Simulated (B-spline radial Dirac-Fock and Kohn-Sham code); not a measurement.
In the model described below, a K (1s) vacancy in Cr⁸⁺, configuration [Ne] 3s2 3p4, lives for 0.65 fs, which corresponds to a natural width of 1.02 eV. Out of 1000 such holes, about 283 decay by emitting a photon and the rest by ordinary Auger emission. The strongest X-ray line is Kα1 (K-L3) (its energy is left out as unreliable), with 60 % of the radiative rate. The strongest electron group is K-L2L3 (its energy is left out as unreliable), with 33 % of the non-radiative rate.

The run's input, task.json:

```json
{"items": [{
  "Z": 24,
  "q": 8,
  "cfg": [[1, 0, 2], [2, 0, 2], [2, 1, 6], [3, 0, 2], [3, 1, 4]],
  "A": 52,
  "rrms": 3.6452,
  "do": ["binding", "quiet", "decay"],
  "holes": ["K", "L1", "L2", "L3", "M1"]
}]}
```

Run with: `python xray_run.py task.json out`

Method: independent-particle radiative and Coulomb Auger rates from relativistic LDA hole-state orbitals, with Dirac-Fock energies. Computed with a B-spline atomic structure program.
